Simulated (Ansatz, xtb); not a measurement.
Species: C3H5O, net charge 0, doublet state. It need not be the lowest isomer of its formula. 
Coordinates optimised at B3LYP-D3(BJ)/def2-TZVP (Ansatz, an electronic-structure program):
SMILES: [CH]=CCO
```xyz
9

C      1.7481    -0.3854    -0.5112
C      0.8021     0.1491     0.2096
C     -0.5852     0.4707    -0.2841
O     -1.5829    -0.2119     0.4695
H      2.7726    -0.7024    -0.4004
H      0.9792     0.3713     1.2666
H     -0.6632     0.2459    -1.3519
H     -0.7931     1.5328    -0.1432
H     -1.4225    -1.1588     0.3869
```
Charge 0, spin multiplicity 2.

Harmonic wavenumbers from GFN2-xTB (xtb, at its own minimum), cm⁻¹: 76, 337, 351, 430, 657, 694, 735, 925, 1029, 1068, 1128, 1187, 1299, 1326, 1458, 1736, 2807, 2899, 2957, 3207, 3547.

Task: Give the harmonic wavenumbers at B3LYP-D3(BJ)/def2-TZVP (Ansatz, finite differences of forces, unscaled).

Result: 118, 339, 354, 441, 671, 778, 837, 944, 1038, 1083, 1190, 1260, 1361, 1405, 1502, 1673, 3024, 3033, 3080, 3248, 3790 cm⁻¹. Zero-point energy 44.6 kcal/mol.

Task: From these and the geometry, give the ideal-gas thermochemistry at 298.15 K and 1 atm (rigid rotor, harmonic oscillator).

Result: Point group C1, rotational symmetry number 1. Rotational constants 28.18, 4.537, 4.387 GHz. S(trans) 38.05, S(rot) 23.86, S(vib) 7.47, S(elec, spin only) 1.38, S 70.8 cal/(mol K). H(298) - H(0) 3.71 kcal/mol; G - E(el) 27.2 kcal/mol.
